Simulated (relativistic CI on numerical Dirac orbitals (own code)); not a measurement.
# Hyperfine structure of Pr⁵²⁺, mass number 141

Method of calculation: Dirac-Coulomb-Breit CI, orbitals from a KLI potential per configuration, model QED (radiative potential, 1s self-energy scaled to tabulated hydrogen-like ionisation energies), unscaled Slater integrals (own radial code, finite nucleus).

CI space (outside the closed core 1s2): 2s²2p³, 2s2p⁴, 2p⁵, 2p⁴3s, 2p⁴3p, 2p⁴3d, 2s²2p²3s, 2s²2p²3p, 2s²2p²3d, 2s2p³3s, 2s2p³3p, 2s2p³3d, 2s²2p²4s, 2s²2p²4p, 2s²2p²4d, 2s²2p²4f. Levels of other configurations are missing.

Nuclear spin I = 5/2, μ = 4.266 μN, Q = -0.0589 b (tables of Stone and Pyykkö). The electronic factors are computed for point nuclear moments, without core polarisation or the Bohr-Weisskopf and QED corrections.

```json
{"Level": "2s²2p³ ²D°5/2", "E (eV)": "507.26", "A (GHz)": "1518", "B (GHz)": "0.11"}
{"Level": "2s²2p³ ²P°1/2", "E (eV)": "543.30", "A (GHz)": "4828", "B (GHz)": ""}
{"Level": "2s2p⁴ ⁴P5/2", "E (eV)": "732.90", "A (GHz)": "3571", "B (GHz)": "-10.1"}
{"Level": "2s2p⁴ ²S1/2", "E (eV)": "811.30", "A (GHz)": "14990", "B (GHz)": ""}
{"Level": "2s²2p³ ²P°3/2", "E (eV)": "1030.43", "A (GHz)": "707.8", "B (GHz)": "47.5"}
{"Level": "2s2p⁴ ⁴P3/2", "E (eV)": "1240.35", "A (GHz)": "3579", "B (GHz)": "35.2"}
{"Level": "2s2p⁴ ²D5/2", "E (eV)": "1276.01", "A (GHz)": "4427", "B (GHz)": "55.5"}
{"Level": "2s2p⁴ ²P1/2", "E (eV)": "1319.58", "A (GHz)": "-5199", "B (GHz)": ""}
```

Levels with J = 0, under 50 % of one LS term, or S terms without an open s electron are left out. Small factors come from cancelling terms and can be off by tens of per cent or more.

At this charge energies of transitions that change n are usually good to better than 1 %, and those within a shell (Δn = 0) to a few per cent.

(1) Give the hyperfine levels of 2s²2p³ ²P°1/2 relative to its centre of gravity.

Results:

(1) With K = F(F + 1) − I(I + 1) − J(J + 1), E = AK/2: F = 2: -8449, F = 3: 6035 GHz.

LS names give the leading component of a level, which can be under half, so a name can repeat, a term be missing and a line seem to break the LS rules.
